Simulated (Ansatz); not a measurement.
Method: Ansatz (a first-principles code) with frozen-core CCSD(T)/def2-TZVPP // TPSSh-D3(BJ)/def2-TZVP.

Ansatz 0.2 input:
```yaml
crystal:
  periodic: [false, false, false]
  atoms:
    - { symbol: O, position_ang: [2.327836, -1.164511, -0.569642] }
    - { symbol: C, position_ang: [1.442508, -0.590758, 0.021356] }
    - { symbol: C, position_ang: [0.129442, -0.242931, -0.544622] }
    - { symbol: C, position_ang: [-0.520659, 1.040972, -0.052767] }
    - { symbol: C, position_ang: [-1.061518, -0.264539, 0.401096] }
    - { symbol: H, position_ang: [1.57731, -0.276613, 1.082929] }
    - { symbol: H, position_ang: [-0.028918, -0.535386, -1.5745] }
    - { symbol: H, position_ang: [0.041427, 1.636297, 0.656688] }
    - { symbol: H, position_ang: [-1.071354, 1.610694, -0.789113] }
    - { symbol: H, position_ang: [-0.872134, -0.569123, 1.423372] }
    - { symbol: H, position_ang: [-1.995239, -0.619655, -0.01376] }
basis:
  gaussian: { orbitals: def2-TZVPP }
correlation:
  method: ccsd_t
```

Output:

```
Functional definition: HF
1430 factors; integrals over basis functions are off by at most 8.5e-4 eV
mean field evaluation 1: about -6250.9904 eV, gradient 4.1e1 eV
mean field evaluation 2: about -6251.2463 eV, gradient 4.1e1 eV
mean field evaluation 4: about -6255.1898 eV, gradient 5.4e0 eV
mean field evaluation 8: about -6255.2866 eV, gradient 4.9e-1 eV
mean field evaluation 16: about -6255.2888 eV, gradient 2.3e-6 eV
mean field -6255.28875534 eV, -229.8776217717 hartree, gradient 2.3e-6 eV, S^2 0.000000; 0 other end points of the search recorded, 0 dependent functions left out
5 core orbitals not correlated
reference -6255.28875534 eV, -229.8776217717 hartree; 14, 14 occupied and 220, 220 virtual orbitals, 1430 factors
second order -24.16461292 eV of doubles, -0.00000000 eV of singles
cycle   1  -24.19545889 eV  change   -3.1e-2 eV  update   1.1e-1
cycle   2  -24.79599008 eV  change   -6.0e-1 eV  update   3.5e-2
cycle   3  -24.95292095 eV  change   -1.6e-1 eV  update   1.8e-2
cycle   4  -24.94221779 eV  change    1.1e-2 eV  update   4.7e-3
cycle   5  -24.94139147 eV  change    8.3e-4 eV  update   2.2e-3
cycle   6  -24.94237829 eV  change   -9.9e-4 eV  update   6.9e-4
cycle   7  -24.94206351 eV  change    3.1e-4 eV  update   2.6e-4
cycle   8  -24.94198388 eV  change    8.0e-5 eV  update   8.0e-5
cycle   9  -24.94200377 eV  change   -2.0e-5 eV  update   3.3e-5
perturbative correction -1.10344627 eV, -0.0405509026 hartree
Total energy: -6281.33420538 eV, -230.8347744064 hartree
```

Cost: roughly 5 core-minutes.
